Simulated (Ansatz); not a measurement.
C$_{3}$H$_{8}$SiTe (`C=C[Te][SiH2]C`), charge 0, multiplicity 1.

Q: Give a relaxed structure at PBE0-D4/def2-TZVP (the Gaussian-basis code of Ansatz). (Best estimate.)

A: Computed: 
Z-matrix (Å, degrees):
```
Si
C 1 1.867
Te 1 2.496 2 112.3
H 1 1.487 2 111.6 3 -118.4
H 1 1.489 2 110.2 3 120.3
H 2 1.092 1 110.6 3 61.8
H 2 1.092 1 110.2 3 -57.7
H 2 1.094 1 110.6 3 -177.6
C 3 2.105 1 92.6 2 68.6
C 9 1.324 3 123.6 1 -133.3
H 9 1.086 3 115.1 1 50.3
H 10 1.086 9 120.6 3 -175.9
H 10 1.084 9 122.4 3 3.8
```
This is one stationary point; other conformers may exist.
